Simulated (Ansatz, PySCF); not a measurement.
Torsion H4–O1–B2–F3 in BFH2O (SMILES OBF); at each angle all else is relaxed with GFN2-xTB, and the levels are single points there.
Geometry at 0° (charge 0, multiplicity 1):
| atom | x (Å) | y (Å) | z (Å) |
|---|---|---|---|
| O | 0.9397 | -0.0055 | -0.3759 |
| B | -0.3246 | 0.3477 | -0.2373 |
| F | -0.9125 | 0.2471 | 0.9570 |
| H | 1.3852 | -0.3259 | 0.4116 |
| H | -0.9447 | 0.7484 | -1.1410 |

On the grid 0° to 330°, 90° is the highest and 0° the lowest point at CCSD(T)/CBS(cc-pVTZ, cc-pVQZ).

Cores are frozen in the correlated methods. CBS(a, b) extrapolates the correlation energy as X⁻³ and adds the Hartree–Fock energy of set b.

The values were computed with Ansatz (Gaussian orbitals); PySCF for the dispersion terms. 

The comparison value is 51.4 kJ/mol (CCSD(T)/CBS(cc-pVTZ, cc-pVQZ)). It is a level with limits of its own, not the exact answer.

**Question.** Order these levels by how close they come to the comparison value for the energy at 90° less that at 0°, closest first: PBE-D4/def2-TZVPP, B3LYP-D4/def2-TZVPP, CCSD(T)/cc-pVDZ. Give each level's value less the comparison value.

**Answer.** PBE-D4/def2-TZVPP (-2.2 kJ/mol), B3LYP-D4/def2-TZVPP (-3.0 kJ/mol), CCSD(T)/cc-pVDZ (9.6 kJ/mol)

Ansatz is a quantum-chemistry and plane-wave program.
